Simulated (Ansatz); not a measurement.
# Molecular dynamics of CH4BCl2FO

Input:

```yaml
crystal:
  periodic: [false, false, false]
  atoms:
    - { symbol: B, position_ang: [0.028478, -0.316391, -0.14804] }
    - { symbol: Cl, position_ang: [0.180709, -0.066367, 2.352918] }
    - { symbol: Cl, position_ang: [1.200594, 0.786938, -0.823242] }
    - { symbol: F, position_ang: [-1.236934, -0.231546, -0.436067] }
    - { symbol: O, position_ang: [0.488983, -1.625842, 0.271196] }
    - { symbol: C, position_ang: [-0.363127, -2.778396, 0.139864] }
    - { symbol: H, position_ang: [0.230451, -3.636958, 0.431873] }
    - { symbol: H, position_ang: [-1.22707, -2.662676, 0.787155] }
    - { symbol: H, position_ang: [-0.667002, -2.863288, -0.89746] }
    - { symbol: H, position_ang: [0.604618, -1.307872, 1.313807] }
basis:
  gaussian: { orbitals: def2-SVP }
hamiltonian:
  xc: hf
md:
  timestep: 0.5
  n_steps: 200
  ensemble: nve
  temperature: 100.0
  initial_velocities: maxwell_boltzmann
  seed: 2474
```

Launched with:

```bash
$ ansatz run input.yaml --threads 2 --pin off --max-ram 3072MiB --backend cpu --events-out ev --progress --plain --runs-dir out
```

It starts at the highest image of a converged band. Of that band: The profile has 2 maxima (images 1, 4) with wells between them (image 2): this band takes more than one step, which may be the mechanism or a detour left from its start path. Neighbouring images differ by up to 1.4 eV, so the band resolves the path poorly. A vibrational analysis at the climbing image gives one clearly imaginary mode, 900i cm⁻¹: a first-order saddle point.

Output, in part (one step line in 7, the closing report, with atoms numbered from 0):

```
md step     0: t =     0.00 fs  T =   100.0 K  F+E_penalty+E_count = -31505.72166122 eV  E_kin = 0.103408 eV  conserved = -31505.61825322 eV  (36 SCF iters)
md step     7: t =     3.50 fs  T =    57.3 K  F+E_penalty+E_count = -31505.67698229 eV  E_kin = 0.059293 eV  conserved = -31505.61768914 eV  (38 SCF iters)
md step    14: t =     7.00 fs  T =    39.9 K  F+E_penalty+E_count = -31505.65848779 eV  E_kin = 0.041217 eV  conserved = -31505.61727063 eV  (38 SCF iters)
md step    21: t =    10.50 fs  T =   122.1 K  F+E_penalty+E_count = -31505.74419196 eV  E_kin = 0.126234 eV  conserved = -31505.61795794 eV  (38 SCF iters)
md step    28: t =    14.00 fs  T =   298.7 K  F+E_penalty+E_count = -31505.92708481 eV  E_kin = 0.308900 eV  conserved = -31505.61818481 eV  (36 SCF iters)
md step    35: t =    17.50 fs  T =   345.5 K  F+E_penalty+E_count = -31505.97273063 eV  E_kin = 0.357268 eV  conserved = -31505.61546303 eV  (37 SCF iters)
md step    42: t =    21.00 fs  T =   780.5 K  F+E_penalty+E_count = -31506.42700981 eV  E_kin = 0.807099 eV  conserved = -31505.61991045 eV  (37 SCF iters)
md step    49: t =    24.50 fs  T =   822.8 K  F+E_penalty+E_count = -31506.46881630 eV  E_kin = 0.850799 eV  conserved = -31505.61801769 eV  (38 SCF iters)
md step    56: t =    28.00 fs  T =   975.5 K  F+E_penalty+E_count = -31506.62515986 eV  E_kin = 1.008709 eV  conserved = -31505.61645106 eV  (36 SCF iters)
md step    63: t =    31.50 fs  T =  1137.8 K  F+E_penalty+E_count = -31506.79653916 eV  E_kin = 1.176571 eV  conserved = -31505.61996840 eV  (37 SCF iters)
md step    70: t =    35.00 fs  T =   989.2 K  F+E_penalty+E_count = -31506.64058417 eV  E_kin = 1.022958 eV  conserved = -31505.61762611 eV  (39 SCF iters)
md step    77: t =    38.50 fs  T =  1126.4 K  F+E_penalty+E_count = -31506.78287085 eV  E_kin = 1.164829 eV  conserved = -31505.61804196 eV  (37 SCF iters)
md step    84: t =    42.00 fs  T =  1261.5 K  F+E_penalty+E_count = -31506.92510715 eV  E_kin = 1.304505 eV  conserved = -31505.62060229 eV  (37 SCF iters)
md step    91: t =    45.50 fs  T =  1053.4 K  F+E_penalty+E_count = -31506.70642208 eV  E_kin = 1.089288 eV  conserved = -31505.61713414 eV  (38 SCF iters)
md step    98: t =    49.00 fs  T =  1260.8 K  F+E_penalty+E_count = -31506.92332440 eV  E_kin = 1.303740 eV  conserved = -31505.61958488 eV  (37 SCF iters)
md step   105: t =    52.50 fs  T =  1323.9 K  F+E_penalty+E_count = -31506.98987316 eV  E_kin = 1.369009 eV  conserved = -31505.62086456 eV  (37 SCF iters)
md step   112: t =    56.00 fs  T =  1024.5 K  F+E_penalty+E_count = -31506.67620315 eV  E_kin = 1.059383 eV  conserved = -31505.61681972 eV  (39 SCF iters)
md step   119: t =    59.50 fs  T =  1204.7 K  F+E_penalty+E_count = -31506.86637239 eV  E_kin = 1.245800 eV  conserved = -31505.62057235 eV  (38 SCF iters)
md step   126: t =    63.00 fs  T =  1202.3 K  F+E_penalty+E_count = -31506.86413612 eV  E_kin = 1.243308 eV  conserved = -31505.62082820 eV  (37 SCF iters)
md step   133: t =    66.50 fs  T =   935.8 K  F+E_penalty+E_count = -31506.58422428 eV  E_kin = 0.967668 eV  conserved = -31505.61655659 eV  (39 SCF iters)
md step   140: t =    70.00 fs  T =  1213.8 K  F+E_penalty+E_count = -31506.87631098 eV  E_kin = 1.255138 eV  conserved = -31505.62117347 eV  (37 SCF iters)
md step   147: t =    73.50 fs  T =  1175.5 K  F+E_penalty+E_count = -31506.83597595 eV  E_kin = 1.215552 eV  conserved = -31505.62042371 eV  (37 SCF iters)
md step   154: t =    77.00 fs  T =   914.7 K  F+E_penalty+E_count = -31506.56241546 eV  E_kin = 0.945923 eV  conserved = -31505.61649204 eV  (39 SCF iters)
md step   161: t =    80.50 fs  T =  1179.8 K  F+E_penalty+E_count = -31506.84115934 eV  E_kin = 1.220038 eV  conserved = -31505.62112128 eV  (38 SCF iters)
md step   168: t =    84.00 fs  T =  1090.0 K  F+E_penalty+E_count = -31506.74662430 eV  E_kin = 1.127166 eV  conserved = -31505.61945875 eV  (37 SCF iters)
md step   175: t =    87.50 fs  T =   882.5 K  F+E_penalty+E_count = -31506.52913490 eV  E_kin = 0.912585 eV  conserved = -31505.61654992 eV  (39 SCF iters)
md step   182: t =    91.00 fs  T =  1174.3 K  F+E_penalty+E_count = -31506.83493135 eV  E_kin = 1.214311 eV  conserved = -31505.62062062 eV  (37 SCF iters)
md step   189: t =    94.50 fs  T =  1105.4 K  F+E_penalty+E_count = -31506.76106463 eV  E_kin = 1.143067 eV  conserved = -31505.61799771 eV  (37 SCF iters)
md step   196: t =    98.00 fs  T =   991.5 K  F+E_penalty+E_count = -31506.64225462 eV  E_kin = 1.025284 eV  conserved = -31505.61697071 eV  (39 SCF iters)
md step   200: t =   100.00 fs  T =  1020.7 K  F+E_penalty+E_count = -31506.67301024 eV  E_kin = 1.055492 eV  conserved = -31505.61751845 eV  (59 SCF iters)
Total energy: -31506.67301024 eV, -1157.8488771365 hartree
Atom 0 at    -0.004896    -0.596008    -0.878673 Å, force     0.581487    -0.801159    -0.255339 eV/Å
Atom 1 at     0.203188     0.171212     3.341314 Å, force    -1.630436     1.818619    -2.225528 eV/Å
Atom 2 at     1.217126     0.679760    -0.892874 Å, force    -0.112894     0.050252    -0.199139 eV/Å
Atom 3 at    -1.254804    -0.244707    -0.679940 Å, force     0.044655    -0.001246     0.076652 eV/Å
Atom 4 at     0.357183    -1.893229    -0.978215 Å, force    -0.397323     1.088266     0.518823 eV/Å
Atom 5 at    -0.207475    -2.749308     0.009164 Å, force    -0.272056    -0.078437    -0.823168 eV/Å
Atom 6 at     0.511412    -3.549915     0.176757 Å, force    -0.183399     0.051920     0.151349 eV/Å
Atom 7 at    -0.366816    -2.164138     0.913662 Å, force    -0.100673    -0.449422     0.223461 eV/Å
Atom 8 at    -1.161379    -3.163735    -0.363885 Å, force     0.462537     0.144174     0.365805 eV/Å
Atom 9 at    -0.482260     0.965046     2.417085 Å, force     1.608102    -1.822968     2.167083 eV/Å
Dipole moment:    -0.286360    -0.196005     0.070395 e Å
```

The run went to its last step. The conserved energy stayed within 0.34 meV per atom of its start (net change 0.074 meV per atom), so the integration is sound. The kinetic energy rose, since the run started high on the potential surface and went downhill. It ends in pieces (CH3BClFO + ClH), so much of that is their flight and rotation, not heat. A run of 0.1 ps of so small a system gives no equilibrium averages. The orbitals stay closed-shell, which can raise the energy where a bond breaks towards radicals; this wasn't checked here.

Between its relaxed ends the band would form Cl2–H10 and break B1–Cl2, O5–H10. These pairs go: Cl2–H10 1.67 → 1.40 Å, B1–Cl2 2.52 → 4.29 Å, O5–H10 1.10 → 4.52 Å. In the last frame they stand as after the step (other bonds may differ from the relaxed reactants and products). It ends as CH3BClFO + ClH. Pairs count as bonded within 1.25 times the sum of covalent radii (0.12 Å more for H–H).

Last frame:

```xyz
10
Properties=species:S:1:pos:R:3
B -0.005 -0.596 -0.879
Cl 0.203 0.171 3.341
Cl 1.217 0.680 -0.893
F -1.255 -0.245 -0.680
O 0.357 -1.893 -0.978
C -0.207 -2.749 0.009
H 0.511 -3.550 0.177
H -0.367 -2.164 0.914
H -1.161 -3.164 -0.364
H -0.482 0.965 2.417
```

The run took 4.5 min on 2 threads of Arm Neoverse V2, with other jobs on the host, peak memory 0.25 GiB.
